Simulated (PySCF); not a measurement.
# Zr(30+): ionisation energy

Zr(30+) [Ne] (1S) → Zr(31+) [He] 2s2 2p5 (2P), as a difference of total energies. Calculation: PySCF 2.14, in an uncontracted even-tempered set (20 s from 9.9 bohr⁻², ratio 2.2; 12 p from 13 bohr⁻², ratio 2.2; 6 d from 58 bohr⁻², ratio 2.4; 5 f from 87 bohr⁻², ratio 2.4; 4 g from 130 bohr⁻², ratio 2.4); scalar relativity by spin-free X2C-1e. Correlated levels: nothing frozen; virtual orbitals above 40 to 60 times the deepest correlated orbital energy dropped. The calculations carry no spin-orbit coupling.

```json
{"method": "UHF", "ionisation energy (eV)": "3814.4"}
{"method": "LDA", "ionisation energy (eV)": "3813.0"}
{"method": "PBE", "ionisation energy (eV)": "3813.0"}
{"method": "PBE0", "ionisation energy (eV)": "3813.8"}
{"method": "r2SCAN", "ionisation energy (eV)": "3815.8"}
{"method": "M06-2X", "ionisation energy (eV)": "3814.6"}
{"method": "BHandHLYP", "ionisation energy (eV)": "3814.8"}
{"method": "MP2 (all electrons)", "ionisation energy (eV)": "3816.1"}
{"method": "SCS-MP2 (all electrons)", "ionisation energy (eV)": "3816.0"}
```

A first-order spin-orbit estimate (lowest level to lowest level, LS coupling) adds -28.951 eV.

For this ion Breit and QED terms and the two-electron picture change, all absent here, outweigh the differences among the correlated methods.

For comparison: 3788 ± 2.1 eV (semi-empirical (NIST evaluation); NIST Atomic Spectra Database, ionization energies).
